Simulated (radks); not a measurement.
Isoelectronic series with 8 electrons, all held in the configuration [He] 2s2 2p4, which need not be the ground one along the series. Method: scalar-relativistic Kohn-Sham, BLYP, spin-polarised, spherical densities, finite nucleus; open shells are filled with parallel spins first (spin-orbit coupling, left out, can overturn this in heavy ions); Fermi nuclear charge, rms radius of each element as measured or else 0.836 A^(1/3) + 0.57 fm; computed with a radial shooting solver on a logarithmic mesh with Libxc functionals. Total energies (hartree) and mean radii <r> (bohr):

| ion | E (hartree) | 2p down | 2p up | 2s down | 2s up |
|---|---|---|---|---|---|
| O | -75.13537 | 1.343 | 1.229 | 1.162 | 1.128 |
| Ne2+ | -126.79127 | 0.8276 | 0.8013 | 0.8387 | 0.8241 |
| Mg4+ | -192.57705 | 0.6130 | 0.6010 | 0.6541 | 0.6460 |
| Si6+ | -272.50767 | 0.4890 | 0.4821 | 0.5358 | 0.5307 |
| S8+ | -366.62397 | 0.4074 | 0.4029 | 0.4537 | 0.4502 |
| Ar10+ | -474.98039 | 0.3494 | 0.3462 | 0.3932 | 0.3907 |
| Ca12+ | -597.64223 | 0.3058 | 0.3035 | 0.3469 | 0.3449 |
| Ti14+ | -734.68466 | 0.2720 | 0.2701 | 0.3102 | 0.3087 |
| Cr16+ | -886.19279 | 0.2448 | 0.2434 | 0.2804 | 0.2792 |
| Fe18+ | -1052.26136 | 0.2226 | 0.2214 | 0.2558 | 0.2547 |
| Ni20+ | -1232.99541 | 0.2040 | 0.2030 | 0.2350 | 0.2341 |
| Zn22+ | -1428.50952 | 0.1883 | 0.1874 | 0.2172 | 0.2165 |
| Ge24+ | -1638.92961 | 0.1747 | 0.1740 | 0.2019 | 0.2013 |
| Se26+ | -1864.39292 | 0.1630 | 0.1624 | 0.1885 | 0.1880 |
| Kr28+ | -2105.04740 | 0.1527 | 0.1521 | 0.1767 | 0.1762 |
| Sr30+ | -2361.05317 | 0.1436 | 0.1431 | 0.1662 | 0.1658 |
| Zr32+ | -2632.58247 | 0.1355 | 0.1350 | 0.1568 | 0.1564 |
| Mo34+ | -2919.81870 | 0.1282 | 0.1278 | 0.1483 | 0.1480 |
| Ru36+ | -3222.96423 | 0.1216 | 0.1213 | 0.1407 | 0.1404 |
